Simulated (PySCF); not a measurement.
# Exact mass, isotope pattern and composition

Species: `FC(C(C([C@@H](C)C#C)=O)(F)F)(F)F`.

Calculated from tabulated atomic weights, isotope masses and abundances; no fragmentation.

What are the average molar mass and the monoisotopic mass?

For C7H5F5O, with standard atomic weights, 7 × 12.011 + 1 × 15.999 + 5 × 18.998 + 5 × 1.008 = 200.106 g/mol. From the most abundant isotopes (12C, 16O, 19F, 1H), 7 × 12.000000 + 1 × 15.994915 + 5 × 18.998403 + 5 × 1.007825 = 200.0261 u.

Give the isotope pattern of the molecular ion M+•, merging species of the same nominal mass.

```json
{"nominal mass": "200", "m/z (centroid)": "200.0255", "relative intensity": "100.0"}
{"nominal mass": "201", "m/z (centroid)": "201.0289", "relative intensity": "7.7"}
{"nominal mass": "202", "m/z (centroid)": "202.0311", "relative intensity": "0.5"}
```

Cut off at 0.1 %. One electron mass, 0.00055 u, is taken off.

What resolving power m/Δm just matches the spacing of the species with one 13C and with one 2H?

They lie 0.00292 u apart at mass 201.03, so m/Δm is about 69000.

Find the degree of unsaturation and check the nitrogen rule.

(2 × 7 + 2 + 0 − 10)/2 = 3; the structure has 0 rings and 3 π bonds. The nominal mass 200 is even, with 0 nitrogens, as the rule says.

What share of all molecules is the monoisotopic species?

0.9893^7 × 0.99757 × 1^5 × 0.999885^5 = 92.47 %.
